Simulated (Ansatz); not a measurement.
`[OH][Al-]1([F])[O]C(C(F)(F)F)=CC(C(F)(F)F)=[O+]1` and `[OH][Al-]1([Cl])[O]C(C(F)(F)F)=CC(C(F)(F)F)=[O+]1` differ in one atom or group.

Ansatz, PBE0-D4/def2-TZVP geometries, multiplicity 1. Each molecule was computed in one conformer, which needn't be the lowest.

```
                             property  `[OH][Al-]1([F])[O]C(C(F)(F)F)=CC(C(F)(F)F)=[O+]1`
    LUMO energy (PBE/def2-TZVPP) / eV                                               -4.45
LUMO energy (ωB97M-V/def2-TZVPP) / eV                                               -1.57
    HOMO energy (PBE/def2-TZVPP) / eV                                               -7.44
HOMO energy (ωB97M-V/def2-TZVPP) / eV                                              -11.09
 HOMO–LUMO gap (PBE0/def2-TZVPP) / eV                                                5.26
  LUMO energy (B3LYP/def2-TZVPP) / eV                                               -3.91
```

**Question.** Give the same properties after the change, and the shifts. (An estimate is asked.)

**Answer.** The calculation gave: 
| property | `[OH][Al-]1([Cl])[O]C(C(F)(F)F)=CC(C(F)(F)F)=[O+]1` | shift |
| --- | --- | --- |
| LUMO energy (PBE/def2-TZVPP) / eV | -4.54 | -0.09 |
| LUMO energy (ωB97M-V/def2-TZVPP) / eV | -1.69 | -0.12 |
| HOMO energy (PBE/def2-TZVPP) / eV | -7.43 | 0.01 |
| HOMO energy (ωB97M-V/def2-TZVPP) / eV | -10.99 | 0.10 |
| HOMO–LUMO gap (PBE0/def2-TZVPP) / eV | 5.00 | -0.26 |
| LUMO energy (B3LYP/def2-TZVPP) / eV | -4.01 | -0.10 |

With PBE0 the HOMO rises by 0.16 eV and the LUMO falls by 0.10 eV, so the gap narrows by about 0.26 eV. PBE moves the HOMO by 0.01 eV and ωB97M-V by 0.10 eV.

B3LYP here is the variant with VWN-RPA as its local correlation; programs differ in this.
